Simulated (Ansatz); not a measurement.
Reactions of FH$_{5}$OSSi$_{2}$ (`O[SiH](F)[SiH2]S`).

Isolated molecules relaxed with PBE0-D4/def2-TZVP in Ansatz; ΔE leaves out vibrations. CCSD(T)/CBS adds triple-zeta CCSD(T) − MP2 to the extrapolated MP2 energy (def2 sets, frozen cores). This one scheme is used for every species. DFT in def2-TZVPP. No spin–orbit coupling; open shells (•) take unrestricted orbitals. For Br, Se outer-core shells are correlated without core-valence functions, which leaves a few kJ/mol of doubt a bond. Scalar relativity is left out up to krypton. One conformer a species, not always the lowest.

```tsv
reaction	PBE0-D4 (kJ/mol)	CCSD(T)/CBS(def2) (kJ/mol)
`O[SiH](F)[SiH2]S` + H₂O → `O[SiH2][SiH](O)F` + H₂S	-10	-17
`O[SiH](F)[SiH2]S` + `N[SiH3]` → `N[SiH2][SiH](O)F` + `[SiH3]S`	10	9
`O[SiH](F)[SiH2]S` → `O[Si]F` + `[SiH3]S`	145	129
`O[SiH](F)[SiH2]S` + H₂ → `O[SiH2][SiH2]S` + H–F	125	131
`O[SiH](F)[SiH2]S` + HBr → `O[SiH](F)[SiH2]Br` + H₂S	-31	-36
`O[SiH](F)[SiH2]S` + H₂Se → `S[SiH2][SeH]` + `O[SiH2]F`	-61	-73
`O[SiH](F)[SiH2]S` → `O[SiH]F`• + `[SiH2]S`•	320	337
`O[SiH](F)[SiH2]S` + H₂ → `O[SiH](F)[SiH3]` + H₂S	43	39
`O[SiH](F)[SiH2]S` → `O[SiH2]S` + `F[SiH]`	228	208
`O[SiH](F)[SiH2]S` → `O[SiH](F)S` + `[SiH2]`	238	216
```

Largest T1 diagnostic: 0.016, for `[SiH2]S`•.
